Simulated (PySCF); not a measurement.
A thermochemical cycle for CaCl

PBE0 in PySCF with def2-SVP on every atom, for the lowest determinant that a PBE0 search found; no spin–orbit coupling. CaCl, a doublet (σ ↑), has De = 4.41 eV to neutral atoms, and CaCl⁺, a singlet (closed shell), has De = 4.54 eV to Ca⁺ + Cl.

At the same level the Ca atom ionises at 6.06 eV.

Task: What is the adiabatic ionisation energy of the molecule, and does ionisation strengthen or weaken the bond?

Result: IE = IE(Ca) + De(neutral) − De(ion) = 6.06 + 4.41 − 4.54 = 5.93 eV. De changes by +0.13 eV, so ionisation strengthens the bond.

For an ion De counts to the pair picked by the measured ionisation energies or electron affinities, which need not be the lowest pair at this level. States were picked by a PBE0 search and need not be the measured ground states.
